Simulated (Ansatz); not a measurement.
Gas-phase electronic energies from Ansatz, PBE0-D4/def2-TZVP geometries. CCSD(T)/CBS adds triple-zeta CCSD(T) − MP2 to the extrapolated MP2 energy (def2 sets, frozen cores). This one scheme is used for every species. DFT in def2-TZVPP. One conformer a species, not always the lowest.

Consider the substitution at a C–C bond: `NCC[SiH2]F` + H–F → `FC[SiH2]F` + CH₃NH₂.

CCSD(T)/CBS gives +0.89 eV.

**Question.** Another level gave +0.76 eV. Which?
A. ωB97M-V/def2-TZVPP
B. MP2/def2-TZVPP
C. CCSD/def2-TZVPP
D. PBE/def2-TZVPP

**Answer.** A. ωB97M-V 0.76, PBE 0.68, MP2/def2-TZVPP 0.97, CCSD/def2-TZVPP 0.82 eV.

**Question.** What do rigid-rotor, harmonic-oscillator terms from PBE0-D4/def2-TZVP frequencies (298.15 K, 1 bar) make of the CCSD(T)/CBS value? (An estimate is asked.)

**Answer.** Ansatz gave: ΔZPE = +0.03 eV, ΔH = +0.89 eV, ΔS = 27 J/(mol·K), ΔG = +0.81 eV.

Largest T1 diagnostic among the species: 0.011.

At CCSD(T), def2-SVP lies −0.11 eV from the extrapolated value and def2-TZVPP −0.04 eV. In def2-TZVPP, CCSD(T) changes the Hartree–Fock value by +0.27 eV (the triples alone add +0.03 eV) and MP2 by +0.39 eV.
